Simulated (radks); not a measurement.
Results of a calculation; reference values are marked as such.
Fractional charge and spin in the 1s shell of beryllium: the spin-up occupation runs from 0 to 1 and the spin-down occupation from 0 to 1; the fullest corner is Be2+, 1s(up 1, down 1). Code: a radial shooting solver on a logarithmic mesh with Libxc functionals. Model: non-relativistic Kohn-Sham, r2SCAN, spin-polarised, spherical densities, point nucleus; meta-GGA in the generalised Kohn-Sham scheme. Energy (eV) minus the two flat planes that join the four corners (they meet along the diagonal where the two added fractions sum to one electron); zero is where a piecewise linear energy would lie.

\begin{tabular}{lrrr}
down \ up & 0 & 0.5 & 1 \\ \hline
0 & 0.000 & -4.995 & 0.000 \\
0.5 & -4.995 & 6.529 & -4.381 \\
1 & 0.000 & -4.381 & 0.000 \\
\end{tabular}

Corners above the fullest one (they belong to Be3+ and the next ion): (up 1, down 0) 153.95 eV, (up 0, down 1) 153.95 eV, (up 0, down 0) 371.64 eV. With half an added electron in each spin the energy lies 6.529 eV from the planes (fractional-spin error, the static-correlation error of a stretched bond), and with half an added electron in spin up alone -4.995 eV (fractional-charge error). For a frontier s shell over closed shells the exact functional lies on the planes.
